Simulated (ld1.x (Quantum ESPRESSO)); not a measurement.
**Which change was made? (Sn, TM)**

```json
{
 "Element": "Sn",
 "Generator": "ld1.x (Quantum ESPRESSO) 7.5",
 "Type": "norm-conserving Troullier–Martins (Kleinman–Bylander form)",
 "Functional": "PBE",
 "Relativity": "fully relativistic",
 "Frozen core": "[Kr] 4d10",
 "Valence charge": "4",
 "Reference configuration": "5s1 5p3",
 "Partial waves": "5s (bound): rc 1.70 bohr; 5p (bound): rc 2.65 bohr; 5d channel at 0.05 Ry: rc 2.60 bohr",
 "Local potential": "the d channel",
 "Core correction": "a·sin(br)/r model core, default radius (core density twice the valence density)"
}
```

Open shells are filled in proportion to 2j + 1 (rel_dist='average').

Cutoffs, loose and tight: the cutoffs (Ry, on a coarse ladder) from which the occupation-weighted sum of valence levels, in a spherical-Bessel basis at the reference potential, stays within 10 and 1 mRy of its value at 400 Ry. They do not see the model core or the augmentation charge, which bear on the density cutoff. Test errors are all-electron minus pseudo excitation energies from the reference, over the configurations 5s2 5p2; 5s2 5p1; 5s2 5p0; 5s2 5p2.3; 5s2 5p1.5; 5s1 5p2; 5s1 5p0; variants that change the core or the reference have their own tests.

The base gives: outcome: generated; cutoff, loose: 18 Ry; cutoff, tight: 50 Ry; bound ghosts: s, p3/2, p1/2; largest test error (meV): -257.

(1) After one change the result is: outcome: generated; cutoff, loose: 18 Ry; cutoff, tight: 50 Ry; bound ghosts: s, p; largest test error (meV): -265. Which change was it?
A. wave 5s (bound): rc 1.70 bohr becomes 5s (bound): rc 1.32 bohr
B. scalar-relativistic
C. wave 5d channel at 0.05 Ry: rc 2.60 bohr becomes 5d channel at 0.94 Ry: rc 2.60 bohr
D. core [Kr], valence charge 14; reference 4d10 5s2 5p1; waves now 5s (bound): rc 2.10 bohr; 5p (bound): rc 2.65 bohr; 4f channel at 0.3 Ry: rc 2.60 bohr; 4d (bound): rc 1.45 bohr; core correction none

## Answers

(1) B. The others give: wave 5d channel at 0.05 Ry: rc 2.60 bohr becomes 5d channel at 0.94 Ry: rc 2.60 bohr → outcome: generated; cutoff, loose: 21 Ry; cutoff, tight: 50 Ry; bound ghosts: s; largest test error (meV): -281 | core [Kr], valence charge 14; reference 4d10 5s2 5p1; waves now 5s (bound): rc 2.10 bohr; 5p (bound): rc 2.65 bohr; 4f channel at 0.3 Ry: rc 2.60 bohr; 4d (bound): rc 1.45 bohr; core correction none → outcome: generated, misses its reference levels by 0.63 eV; cutoff, loose: 90 Ry; cutoff, tight: 140 Ry; bound ghosts: s, p3/2, p1/2; largest test error (meV): -234 | wave 5s (bound): rc 1.70 bohr becomes 5s (bound): rc 1.32 bohr → outcome: generated; cutoff, loose: 110 Ry; cutoff, tight: 180 Ry; bound ghosts: s, p3/2, p1/2; largest test error (meV): -260.
